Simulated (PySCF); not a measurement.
C2H6BeO, SMILES [CH3][Be][O]C.

Geometry optimised at PBE0-D3(BJ)/def2-SVP. One conformer was computed; it need not be the lowest.

Computed with B3LYP/def2-TZVPD in PySCF.

Q: Estimate the frontier levels, gap, dipole moment and polarisability. (Estimate from the structure and the level; the computed values follow.)

A: 
- highest occupied level: -8.00 eV
- lowest empty level: -0.31 eV
- orbital gap: 7.69 eV
- dipole moment: 0.99 D
- quadrupole, principal values (traceless, Buckingham form, about the centre of nuclear charge): -1.67, 0.84, 0.84 D·Å
- mean static polarisability: 47.6 bohr³ (7.05 Å³)
- polarisability, principal values: 40.8, 40.8, 61.1 bohr³
